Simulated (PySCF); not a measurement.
SMILES [SiH3]CCl (B3LYP/def2-SVP optimised geometry):

```
8

Si     1.016    -0.142     0.000
C     -0.884    -0.142     0.000
Cl    -1.517     1.557     0.000
H      1.517     0.555     1.216
H      1.517     0.546    -1.222
H      1.495    -1.557     0.006
H     -1.290    -0.645    -0.890
H     -1.291    -0.645     0.890
```

Computed with B3LYP/def2-TZVP in PySCF.

Question: What are the frontier orbital energies and the dipole moment?

Answer: HOMO-2 -9.63 eV, HOMO-1 -8.31 eV, HOMO -7.92 eV, LUMO -0.31 eV, LUMO+1 0.51 eV; dipole moment 1.70 D.

Meta-Löwdin charges at B3LYP/def2-TZVP: Si1 0.53, C2 -0.39, Cl3 -0.13, H4 -0.09, H5 -0.09, H6 -0.10, H7 0.14, H8 0.14.
